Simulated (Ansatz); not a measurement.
Program: Ansatz. Geometries: PBE0-D4/def2-TZVP. ΔE: electronic, gas phase. CCSD(T)/CBS is the MP2 limit (def2-TZVPP, def2-QZVPP) plus CCSD(T) − MP2 in def2-TZVPP, frozen cores. This one scheme is used for every species. Functionals use def2-TZVPP. Each species was taken in one conformer, which may not be the lowest.

`NN([SiH3])[SiH3]` → `NN[SiH3]` + `[SiH2]`  (silylene loss)

Q: Is it downhill or uphill in electronic energy at CCSD(T)/CBS, and by how much? (An estimate is asked.)

A: Computed: Uphill: ΔE = +291.1 kJ/mol.

Q: What do these levels give: BLYP-D4, BHLYP-D4, PBE-QIDH, HF/def2-SVP, CCSD(T)/def2-TZVPP, SCS-MP2/def2-QZVPP? (Estimate.)

A: Ansatz gave: BLYP-D4 276.1, BHLYP-D4 297.2, PBE-QIDH 303.9, HF/def2-SVP 267.3, CCSD(T)/def2-TZVPP 285.8, SCS-MP2/def2-QZVPP 300.4 kJ/mol.

Q: What do rigid-rotor, harmonic-oscillator terms from PBE0-D4/def2-TZVP frequencies (298.15 K, 1 bar) make of the CCSD(T)/CBS value? (Best estimate.)

A: The calculation gave: ΔZPE = -10.0 kJ/mol, ΔH = +286.4 kJ/mol, ΔS = 165 J/(mol·K), ΔG = +237.3 kJ/mol.

Largest T1 diagnostic among the species: 0.014.

From BLYP to BHLYP (50 % exact exchange), in def2-TZVPP and without D4, ΔE moves by +28.6 kJ/mol. At CCSD(T), def2-SVP lies −13.4 kJ/mol from the extrapolated value and def2-TZVPP −5.3 kJ/mol. In def2-TZVPP, CCSD(T) changes the Hartree–Fock value by +13.5 kJ/mol (the triples alone add +5.2 kJ/mol) and MP2 by +35.5 kJ/mol.
